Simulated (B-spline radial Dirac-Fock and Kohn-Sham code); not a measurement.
Atomic SCF run for P⁴⁺

ΔSCF core binding energies without Breit or QED terms, calculated with a radial finite-basis atomic code. Keys: rel is the Hamiltonian (dirac, or spin-free x2c and nr, where L3 and M5 stand for the whole 2p and 3d shells), method is hf or an exchange,correlation pair (spin-unpolarised, also for the hole states), nuc the nuclear model, radius_factor scales its radius, rmax is the box in bohr, h the logarithmic mesh step, order the B-spline order, points the quadrature points per cell, c_factor scales the speed of light, and damp, ndamp, maxit and tol steer the iteration. The run stops when the commutator error falls below 10·tol·max(1, Z/10), or the numerical noise floor, and the energy has settled to about 1e-8 Ha; the virial ratio is −V/T.

Input (task.json):

```json
{"items": [{"Z": 15, "q": 4, "cfg": [[1, 0, 2], [2, 0, 2], [2, 1, 6], [3, 0, 1]], "A": 31, "rrms": 3.1889, "do": "settings", "holes": ["K", "L3", "M5"],
  "settings": [{"rel": "dirac", "method": "hf", "nuc": "fermi", "radius_factor": 1000.0, "rmax": 45.0, "h": 0.3, "order": 8, "points": 10, "c_factor": 1.0, "maxit": 50, "damp": 0.5, "ndamp": 3, "tol": 1e-08}]}]}
```

Command: `python xray2_run.py task.json out`

Ground-state iterations:

```
iter   energy (Ha)        error
   1     -269.32291657  9.28e-01
   2     -274.48974849  2.92e-01
   3     -274.78025991  1.10e-01
   4     -274.82455614  4.26e-02
   5     -274.83207995  8.92e-03
   6     -274.83248441  1.55e-04
   7     -274.83248457  1.13e-05
   8     -274.83248457  2.22e-07
   9     -274.83248457  8.88e-09
```

The ground state converged in 9 iterations, with total energy -274.83248 Ha, virial ratio 2.27139 and highest orbital energy -57.21 eV. ΔSCF binding energies: L3 (2p3/2) 210.3 eV. Holes are computed only in closed shells, and unreliable hole states are left out.

Problem. One setting is unsound. Which, and why?

Solution. radius_factor inflates the nucleus far beyond its size, which weakens the binding of the inner electrons. With the default settings (Dirac Hartree-Fock): The ground state converged in 8 iterations, with total energy -337.58000 Ha, virial ratio 1.99500 and highest orbital energy -64.61 eV. ΔSCF binding energies: L3 (2p3/2) 199.0 eV. Holes are computed only in closed shells, and unreliable hole states are left out.
